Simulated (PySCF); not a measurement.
# From computed data to an observable: oscillator strength and radiative lifetime

C₄H₆OSe, SMILES C1=C[Se]CCO1.

The structure is a stationary point at B3LYP-D3(BJ)/def2-SVP. Other conformers were not sampled.

TDDFT-CAM-B3LYP/def2-SVPD run with PySCF puts the first singlet state with f over 0.02 at 5.20 eV (vertical), with the transition dipole (0.100, -0.266, -0.322) in atomic units.

Q: Find the oscillator strength, the wavelength and the radiative lifetime that this transition would have in vacuum if emission retraced absorption.

A: 
|μ|² = 0.1844 au, so |μ| = 1.09 D. ΔE = 5.20/27.211 = 0.1911 hartree. f = (2/3) ΔE |μ|² = 0.023 (the program prints 0.024).
λ = 1239.84/5.20 = 238 nm; ν = 41941 cm⁻¹.
Einstein's coefficient A = 0.6670 ν² f s⁻¹ (ν in cm⁻¹) = 2.8e7 s⁻¹, so τ = 1/A = 36 ns. This state is S2; the lower singlet has f = 0.001. The figure is the radiative limit of this one transition; relaxation, internal conversion, crossing to triplets and a medium change what is measured.
